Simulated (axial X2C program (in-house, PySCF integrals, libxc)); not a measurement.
**Levels of ZnGa by electron attachment to ZnGa⁺ (EOM-EA-CCSD)**

Calculated with an in-house all-electron X2C program for linear molecules (integrals from PySCF): two-component X2C with atomic mean-field Coulomb and Gaunt terms, Gaussian nuclei, basis Ga dyall-acv3z, Zn dyall-acv3z with contracted cores.

R = 2.673 Å (near the PBE0 minimum at charge 0 of the determinant lowest at the starting distance; the state shown can have its own minimum elsewhere).

Levels of ZnGa obtained by attaching an electron to ZnGa⁺:

```
  Ω  binding energy (eV)  above lowest (cm⁻¹)                  attached spinor  one-particle weight
1/2                5.495                    0             72% Ga pπ, 21% Zn pπ                 0.94
3/2                5.442                  429             72% Ga pπ, 22% Zn pπ                 0.94
1/2                5.141                 2858  38% Ga pσ, 37% Zn pσ, 14% Zn sσ                 0.95
1/2                3.088                19413  52% Zn pπ, 24% Ga dπ, 14% Ga pπ                 0.92
3/2                3.053                19695  52% Zn pπ, 24% Ga dπ, 14% Ga pπ                 0.92
1/2                2.466                24427  35% Zn sσ, 34% Ga sσ, 16% Zn pσ                 0.97
1/2                2.073                27602  41% Ga pσ, 25% Zn pσ, 24% Zn sσ                 0.95
```

**Question.** What is the splitting of the first π pair in the table, and is it regular or inverted?

**Answer.** E(3/2) − E(1/2) = 429 − 0 = 429 cm⁻¹ at EOM-EA-CCSD: regular, Ω = 1/2 lower. Splittings at this level can be off by ten to twenty per cent.

This point took 18 s on 1 thread of Arm Neoverse V1, on a shared host.

Reference electrons by ω block (each with its −ω partner): 1/2: 20, 3/2: 8, 5/2: 2. 14 electrons of ZnGa⁺ correlated (inner shells frozen), 92 natural virtual spinors (a truncated set); levels can be off by some tenths of an eV. Roots sought by Ω: (1/2: 5, 3/2: 4, 5/2: 2, 7/2: 1); rows need 60 % one-particle weight and stop where some Ω has no more roots. Missing are any skipped roots, higher Ω and states of a further excitation; these come out far too high here and may in truth be low or lowest. T1 of the reference 0.018 (Lee–Taylor). The reference was not checked to be the lowest state of its species. Number of frozen shells: Ga 3 s, 2 p, 1 d; Zn 3 s, 2 p.
